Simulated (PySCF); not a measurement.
How methods differ on the fine-structure interval of Pm³⁴⁺

Pm³⁴⁺ [Ar] 3d9 [3d3/2^4 3d5/2^5, M_J = 5/2] → Pm³⁴⁺ [Ar] 3d9 [3d3/2^3 3d5/2^6, M_J = 3/2], as a difference of total energies. Calculation: PySCF 2.14, in an uncontracted even-tempered set (16 s from 6.2 bohr⁻², ratio 2.8; 12 p from 8.1 bohr⁻², ratio 2.8; 8 d from 8.1 bohr⁻², ratio 2.8; 3 f from 32 bohr⁻², ratio 3); the two-component X2C-1e Hamiltonian. Correlated levels: [Ne] frozen; the 74 highest virtual spinors dropped. "Screened" scales the spin-orbit matrix elements by Boettger's factors to mimic the two-electron term; Breit and QED terms are absent.

```
                    method  fine-structure interval (cm⁻¹)
 GHF (screened spin-orbit)                          210850
GMP2 (screened spin-orbit)                          210580
     GHF (bare spin-orbit)                          252500
```
